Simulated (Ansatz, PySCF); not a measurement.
Species: SnO$_{2}$, charge 0, multiplicity 1. SMILES: [O]=[Sn]=[O]
Geometry from a B3LYP-D3(BJ)/def2-TZVP (Ansatz, a quantum-chemistry and plane-wave program) optimisation:
```
Sn
O 1 1.8140
O 1 1.8140 2 180.00
```
Charge 0, spin multiplicity 1.

Wanted: vertical triplet-singlet gap, E(triplet) - E(singlet), in eV. Conventions: open shells spin-unrestricted; def2 sets with scalar-relativistic core potentials past Kr; 6-31G* and kin with 6d, 5d where marked; STO-3G and 3-21G all-electron and non-relativistic; each state is the SCF solution reached for its charge and spin; no dispersion term unless named; spin-orbit terms left out; LANL2DZ with its own core potentials from Na on. First-principles rows: single points at B3LYP-D3(BJ) geometries (Ansatz). Levels can end on unlike triplets.

| level | program | vertical triplet-singlet gap, E(triplet) - E(singlet) (eV) |
|---|---|---|
| PBE/6-31G* with LANL2DZ past Ar | Ansatz | 2.23 |
| B3LYP/STO-3G | Ansatz | 2.38 |
| B3LYP/3-21G | Ansatz | 1.83 |
| B3LYP/6-31G* with LANL2DZ past Ar | Ansatz | 2.11 |
| M06-2X/6-31G* with LANL2DZ past Ar (5d) | PySCF | 2.46 |
| M06-2X/def2-TZVPD | PySCF | 2.95 |
| wB97M-V/def2-TZVPD | Ansatz | 2.81 |

No value to compare with is used here. The 5 habitual levels span 1.83 (B3LYP/3-21G) to 2.46 eV (M06-2X/6-31G* with LANL2DZ past Ar (5d)); M06-2X/def2-TZVPD gives 2.95.

The levels are drawn from those run, B3LYP/6-31G* more often than the rest, none by its result; left out are runs that failed, that the program found above a lower state of the same kind, or whose <S^2> lies over 0.5 above the pure value.
